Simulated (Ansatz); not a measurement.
```yaml
crystal:
  periodic: [false, false, false]
  atoms:
    - {symbol: F, position_ang: [0.211237, 3.117836, -0.413046]}
    - {symbol: C, position_ang: [-0.890524, 2.414439, -0.909245]}
    - {symbol: F, position_ang: [-2.045030, 2.950694, -0.328984]}
    - {symbol: F, position_ang: [-0.953657, 2.618496, -2.286846]}
    - {symbol: C, position_ang: [-0.809570, 0.833676, -0.585797]}
    - {symbol: C, position_ang: [0.280579, 0.346230, 0.251990]}
    - {symbol: C, position_ang: [0.356866, -1.037701, 0.706928]}
    - {symbol: C, position_ang: [1.513822, -1.444165, 1.758734]}
    - {symbol: F, position_ang: [0.929082, -1.808176, 2.976622]}
    - {symbol: F, position_ang: [2.405913, -0.395487, 2.002227]}
    - {symbol: F, position_ang: [2.240248, -2.531410, 1.275917]}
    - {symbol: O, position_ang: [-0.437468, -2.044439, 0.400362]}
    - {symbol: Sn, position_ang: [-1.963467, -2.132317, -1.311284]}
    - {symbol: Cl, position_ang: [-0.116106, -2.142217, -2.992720]}
    - {symbol: O, position_ang: [-1.804368, 0.148354, -1.114276]}
    - {symbol: H, position_ang: [1.058503, 1.082353, 0.615720]}
basis:
  gaussian: {orbitals: def2-TZVPD}
total_charge: -1
magnetization: {spin_polarized: true, initial_magnetization: 1}
hamiltonian: {xc: {name: HF}}
correlation: {active_space: {window: {electrons: 2, orbitals: 1}}}
output: {forces: true}
```

```sh
$ ansatz run in.yaml --threads 11 --pin off --events-out ev --progress --plain --max-ram 110592MiB --backend cuda --devices 0, --max-vram 75GiB
```

Output, abridged:

```
Error: invalid value for `correlation.active_space`: it starts from restricted Hartree–Fock orbitals; set hamiltonian.xc: hf without magnetization.spin_polarized
```
